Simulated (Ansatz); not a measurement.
Computed with Ansatz on PBE0-D4/def2-TZVP structures; ΔE is electronic, products minus reactants. CCSD(T)/CBS adds triple-zeta CCSD(T) − MP2 to the extrapolated MP2 energy (def2 sets, frozen cores). This one scheme is used for every species. DFT in def2-TZVPP. B3LYP here is the variant with VWN-RPA as its local correlation; programs differ in this. For Se outer-core shells are correlated without core-valence functions, which leaves a few kJ/mol of doubt a bond. Scalar relativity is left out up to krypton. One conformer a species, not always the lowest.

Reaction (formal exchange of groups at the Se–B bond): `B[Se]C=C` + `C[SiH3]` → `C=C[Se][SiH2]C` + BH₃

Question: Is it downhill or uphill in electronic energy at CCSD(T)/CBS, and by how much? (An estimate is asked.)

Answer: The calculation gave: Uphill: ΔE = +0.45 eV.

Question: What do these levels give: PBE-D4, B3LYP-D4, ωB97X-V, B2PLYP, PBE0, HF/def2-TZVPP, CCSD/def2-TZVPP, HF/def2-QZVPP, MP2/def2-QZVPP, SCS-MP2/def2-QZVPP, HF/CBS(def2), CCSD/CBS(def2)? (Estimate.)

Answer: The calculation gave: PBE-D4 0.55, B3LYP-D4 0.46, ωB97X-V 0.44, B2PLYP 0.51, PBE0 0.54, HF/def2-TZVPP 0.39, CCSD/def2-TZVPP 0.48, HF/def2-QZVPP 0.38, MP2/def2-QZVPP 0.42, SCS-MP2/def2-QZVPP 0.42, HF/CBS(def2) 0.38, CCSD/CBS(def2) 0.43 eV.

Largest T1 diagnostic among the species: 0.013.

The D4 term adds −0.10 eV with B3LYP and −0.06 eV with PBE0; it sums over pairs of atoms, weighted by their polarisabilities, and B3LYP, whose exchange is more repulsive, gets the larger term. In def2-TZVPP, CCSD(T) changes the Hartree–Fock value by +0.11 eV (the triples alone add +0.02 eV) and MP2 by +0.06 eV. From PBE to PBE0 (25 % exact exchange), in def2-TZVPP and without D4, ΔE moves by −0.07 eV.
